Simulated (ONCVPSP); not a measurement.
Zn, ONCV: configuration errors across variants

ONCVPSP 4.0.1 input, shortened (lines: element, Z, core and valence counts, functional; n l f; lmax; l rc ep ncon nbas qcut; lloc lpopt rc5 dvloc0; l nproj debl; icmod fcfact rcfact), PBE, scalar-relativistic:

```
  Zn 30.00    3    4        4      upf
    1    0    2.00
    2    0    2.00
    2    1    6.00
    3    0    2.00
    3    1    6.00
    3    2   10.00
    4    0    0.50
    2
    0    1.00    0.00    4    8   11.20
    1    1.10    0.00    4    9   15.10
    2    1.50    0.00    4    9    8.40
    4    5    0.75    4.00
    0    2    1.70
    1    2    0.50
    2    2    1.40
    0    0.00    0.00
```

In the p channel the program set the typed energies aside and used -3.621, 0.250 Ha.

All-electron excitation energies from the reference (eV): (1) 3s2 3p6 3d10 4s2 -17.979; (2) 3s2 3p6 3d10 4s1 -8.091; (3) 3s2 3p6 3d10 4s0 10.352; (4) 3s2 3p6 3d10 4s0 4p1 -1.766.

Errors AE − PS in meV (a dash: test not solved or not reliable):

```tsv
change	(1)	(2)	(3)	(4)	bound ghosts	GHOST(+) flags above zero
base	+9.0	+1.6	-0.1	0.0	none	none
all radii scaled by about 0.94 (s 0.94, p 1.04, d 1.42 bohr); local potential polynomial inside 0.72 bohr (lpopt 5, dvloc0 4 Ha)	+9.4	+1.7	+0.4	+0.2	none	none
p: ncon 3, nbas 8	+9.0	+1.6	-0.1	-0.3	none	none
local potential polynomial inside 0.65 bohr (lpopt 5, dvloc0 6 Ha)	+9.0	+1.6	-0.1	+0.2	none	none
local potential polynomial inside 0.75 bohr (lpopt 5, dvloc0 1 Ha)	+9.0	+1.6	-0.1	+0.2	none	none
```

Q: Give the same row for: s: rc 0.68; local potential polynomial inside 0.68 bohr (lpopt 5, dvloc0 4 Ha).

A: +9.5, +1.7, +0.1, +0.2; bound ghosts: none; GHOST(+) flags above zero: none.
